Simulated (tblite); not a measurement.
Record of a relaxation.

Species: C₇H₉O (doublet state).
Numbering: `[CH2:1][C@@H:2]([C:3]#[C:4][CH3:5])[C:6]([CH3:7])=[O:8]` (hydrogens: H9, H10 on C1; H11 on C2; H12, H13, H14 on C5; H15, H16, H17 on C7)
Bond orders are those of one Lewis drawing.

Computed with GFN2-xTB (tblite), gas phase: L-BFGS steps from a force-field or distance-geometry start until the largest atomic force falls under 0.01 eV/Å. 8 of its 191 geometries are shown.

Step 0: E = -638.8731 eV, largest atomic force 1.460 eV/Å
```
atom  x, y, z in Å  |  force x, y, z in eV/Å
C1     -0.546   -2.176   -0.813   -0.119   0.253  -0.171
C2     -0.748   -0.911   -0.035    0.356  -0.475  -0.241
C3      0.593   -0.344    0.262   -1.261  -0.217  -0.134
C4      1.665    0.135    0.487    0.960   0.356   0.259
C5      2.985    0.690    0.783   -0.117  -0.036  -0.201
C6     -1.657    0.107   -0.735   -0.492   0.154  -1.316
C7     -1.931    1.394    0.011   -0.201  -0.242   0.395
O8     -2.160   -0.083   -1.833    0.720  -0.093   1.267
H9     -0.773   -2.209   -1.872    0.107   0.091   0.391
H10    -0.161   -3.062   -0.329   -0.066   0.292  -0.066
H11    -1.248   -1.182    0.911    0.198   0.233   0.058
H12     3.717    0.342    0.044   -0.193  -0.016   0.133
H13     3.327    0.398    1.780   -0.171  -0.032  -0.160
H14     2.962    1.784    0.734   -0.117  -0.173   0.015
H15    -2.261    1.171    1.034    0.253   0.096  -0.211
H16    -1.039    2.017    0.046   -0.001  -0.127   0.052
H17    -2.732    1.942   -0.486    0.144  -0.063  -0.071
```

Step 27: E = -638.9691 eV, largest atomic force 0.050 eV/Å
```
atom  x, y, z in Å  |  force x, y, z in eV/Å
C1     -0.548   -2.152   -0.790    0.023  -0.013  -0.004
C2     -0.777   -0.915   -0.015   -0.007  -0.048  -0.013
C3      0.524   -0.304    0.269    0.003   0.022   0.006
C4      1.622    0.140    0.461   -0.017  -0.034   0.020
C5      2.932    0.678    0.751    0.016   0.013  -0.006
C6     -1.657    0.100   -0.750   -0.007  -0.029  -0.039
C7     -1.910    1.367    0.024    0.000  -0.007  -0.004
O8     -2.090   -0.100   -1.854   -0.003   0.035   0.031
H9     -0.689   -2.144   -1.854    0.007   0.020   0.023
H10    -0.108   -3.009   -0.319   -0.009   0.009   0.010
H11    -1.250   -1.136    0.954    0.003  -0.013  -0.003
H12     3.654    0.317    0.021    0.006  -0.024  -0.025
H13     3.249    0.368    1.746    0.002  -0.002   0.006
H14     2.912    1.767    0.711   -0.021   0.030   0.000
H15    -2.213    1.146    1.044    0.008  -0.004   0.002
H16    -0.982    1.935    0.062   -0.024   0.018   0.008
H17    -2.678    1.956   -0.470    0.020   0.026  -0.012
```

Step 54: E = -638.9725 eV, largest atomic force 0.029 eV/Å
```
atom  x, y, z in Å  |  force x, y, z in eV/Å
C1     -0.532   -2.151   -0.788    0.008   0.016   0.000
C2     -0.793   -0.929    0.002   -0.011   0.005  -0.009
C3      0.502   -0.315    0.306   -0.009  -0.023  -0.004
C4      1.606    0.120    0.486   -0.006   0.004  -0.005
C5      2.917    0.680    0.732    0.001   0.002   0.000
C6     -1.652    0.099   -0.743    0.003  -0.002   0.011
C7     -1.896    1.370    0.028   -0.006  -0.008   0.002
O8     -2.078   -0.092   -1.850    0.001   0.000  -0.006
H9     -0.577   -2.098   -1.858    0.011  -0.015   0.012
H10    -0.151   -3.032   -0.311   -0.018   0.012   0.000
H11    -1.291   -1.165    0.954    0.029  -0.002  -0.003
H12     3.619    0.314   -0.016    0.008  -0.007  -0.009
H13     3.271    0.391    1.721   -0.003  -0.010   0.013
H14     2.877    1.767    0.675   -0.003   0.017  -0.001
H15    -2.238    1.151    1.036   -0.010  -0.003   0.003
H16    -0.959    1.920    0.105   -0.008  -0.004  -0.010
H17    -2.632    1.980   -0.490    0.011   0.017   0.007
```

Step 81: E = -638.9793 eV, largest atomic force 0.024 eV/Å
```
atom  x, y, z in Å  |  force x, y, z in eV/Å
C1     -0.524   -2.156   -0.782    0.009   0.005   0.010
C2     -0.780   -0.934    0.003    0.001   0.005  -0.003
C3      0.515   -0.305    0.273    0.004  -0.001   0.009
C4      1.615    0.141    0.451    0.004  -0.009  -0.003
C5      2.923    0.704    0.701    0.000   0.002  -0.003
C6     -1.659    0.096   -0.732   -0.006  -0.003  -0.011
C7     -1.903    1.361    0.050    0.006  -0.005  -0.005
O8     -2.098   -0.092   -1.833    0.011  -0.007  -0.010
H9     -0.277   -2.069   -1.822   -0.002   0.008   0.000
H10    -0.484   -3.118   -0.311   -0.016  -0.002   0.012
H11    -1.255   -1.166    0.965   -0.005  -0.005  -0.012
H12     3.632    0.338   -0.041   -0.005   0.003  -0.006
H13     3.271    0.415    1.693   -0.007   0.007  -0.003
H14     2.879    1.792    0.642    0.012   0.001   0.003
H15    -2.372    1.131    1.004   -0.006   0.002  -0.010
H16    -0.950    1.846    0.253    0.005  -0.001   0.011
H17    -2.540    2.029   -0.523   -0.005   0.000   0.023
```

Step 109: E = -638.9918 eV, largest atomic force 0.159 eV/Å
```
atom  x, y, z in Å  |  force x, y, z in eV/Å
C1     -0.515   -2.174   -0.751   -0.050  -0.147   0.035
C2     -0.740   -0.936    0.009    0.005  -0.012  -0.010
C3      0.542   -0.277    0.259   -0.034  -0.054  -0.011
C4      1.641    0.176    0.421    0.031   0.017   0.005
C5      2.950    0.745    0.662   -0.015  -0.003   0.003
C6     -1.643    0.090   -0.731    0.013   0.003  -0.018
C7     -1.921    1.328    0.080    0.017   0.007   0.008
O8     -2.066   -0.089   -1.838    0.009  -0.001   0.007
H9      0.019   -2.135   -1.681   -0.001  -0.009   0.027
H10    -0.953   -3.104   -0.435    0.052   0.125  -0.065
H11    -1.228   -1.152    0.967    0.024   0.039   0.012
H12     3.659    0.374   -0.078   -0.027   0.003  -0.011
H13     3.301    0.462    1.655   -0.008   0.007   0.004
H14     2.908    1.832    0.598   -0.001  -0.002  -0.005
H15    -2.543    1.074    0.937    0.003  -0.001  -0.027
H16    -0.983    1.735    0.450   -0.020   0.029   0.015
H17    -2.435    2.062   -0.536    0.002  -0.001   0.031
```

Step 136: E = -639.0121 eV, largest atomic force 0.033 eV/Å
```
atom  x, y, z in Å  |  force x, y, z in eV/Å
C1     -0.579   -2.233   -0.688    0.008   0.027  -0.001
C2     -0.699   -0.956    0.026    0.001  -0.003   0.008
C3      0.594   -0.324    0.252   -0.001  -0.003   0.000
C4      1.667    0.191    0.394    0.010   0.001  -0.004
C5      2.962    0.802    0.597    0.003   0.000   0.002
C6     -1.540    0.115   -0.740    0.005   0.000   0.004
C7     -1.944    1.274    0.133    0.007  -0.003  -0.002
O8     -1.824    0.021   -1.899    0.001   0.007  -0.019
H9      0.237   -2.399   -1.363    0.002   0.002  -0.008
H10    -1.414   -2.905   -0.711   -0.017  -0.025   0.013
H11    -1.209   -1.097    0.989   -0.003   0.000   0.006
H12     3.664    0.437   -0.152   -0.001   0.000  -0.003
H13     3.342    0.554    1.588   -0.001   0.000   0.003
H14     2.884    1.885    0.508   -0.005   0.000  -0.002
H15    -2.725    0.949    0.819   -0.001  -0.001  -0.008
H16    -1.094    1.616    0.718   -0.003  -0.002   0.010
H17    -2.328    2.084   -0.482   -0.005   0.001   0.001
```

Step 163: E = -639.0169 eV, largest atomic force 0.011 eV/Å
```
atom  x, y, z in Å  |  force x, y, z in eV/Å
C1     -0.622   -2.243   -0.673    0.002  -0.004   0.006
C2     -0.702   -0.963    0.036   -0.001   0.000  -0.001
C3      0.606   -0.351    0.251    0.005   0.001   0.004
C4      1.673    0.178    0.382   -0.005  -0.005   0.002
C5      2.961    0.807    0.578    0.000  -0.002  -0.002
C6     -1.457    0.154   -0.753   -0.001  -0.005  -0.007
C7     -1.961    1.255    0.143    0.000  -0.002   0.001
O8     -1.590    0.145   -1.942   -0.003  -0.001  -0.002
H9      0.104   -2.385   -1.449    0.005   0.007  -0.005
H10    -1.406   -2.966   -0.560    0.002   0.011   0.002
H11    -1.215   -1.078    0.999   -0.001   0.001   0.001
H12     3.667    0.447   -0.169    0.002  -0.002   0.001
H13     3.345    0.576    1.571    0.000  -0.002  -0.004
H14     2.861    1.888    0.479    0.011   0.001   0.000
H15    -2.813    0.886    0.713   -0.003   0.003   0.000
H16    -1.182    1.554    0.840   -0.008  -0.002   0.008
H17    -2.276    2.107   -0.455   -0.006  -0.001  -0.005
```

Step 190: E = -639.0183 eV, largest atomic force 0.009 eV/Å
```
atom  x, y, z in Å  |  force x, y, z in eV/Å
C1     -0.612   -2.222   -0.656    0.004   0.002  -0.002
C2     -0.691   -0.939    0.049   -0.003   0.003   0.002
C3      0.618   -0.330    0.258    0.003   0.005   0.002
C4      1.695    0.183    0.381   -0.002  -0.003  -0.004
C5      2.996    0.787    0.565    0.001   0.000   0.002
C6     -1.446    0.170   -0.751    0.004  -0.001  -0.004
C7     -2.021    1.239    0.141    0.000   0.003   0.000
O8     -1.534    0.177   -1.944    0.001  -0.002  -0.009
H9      0.107   -2.361   -1.439    0.001  -0.001   0.000
H10    -1.396   -2.944   -0.537   -0.002  -0.003  -0.001
H11    -1.205   -1.050    1.010   -0.001  -0.001   0.008
H12     3.690    0.407   -0.184   -0.003  -0.002  -0.002
H13     3.383    0.553    1.556   -0.001  -0.003   0.003
H14     2.921    1.869    0.459    0.002   0.003  -0.002
H15    -2.912    0.847    0.628   -0.002  -0.003   0.006
H16    -1.303    1.521    0.907    0.003  -0.003   0.001
H17    -2.297    2.107   -0.452   -0.006   0.005  -0.002
```

Question: Summarise the path.

Answer: The energy falls by 14.01 kJ/mol from step 0 to step 190; nine tenths of that is first reached at step 118. It rises by more than 0.2 meV at steps 1, 71, 74, 77, 80, 83, 86 and 95 and others. The largest force goes from 1.460 to 0.009 eV/Å. Among the bonds C1–C2 changes most, from 1.499 to 1.466 Å; the atoms move by 0.567 Å rms after alignment.

What follows is the cost of the whole relaxation. On one thread of an Arm Neoverse V1, shared host, this took 1.1 s.
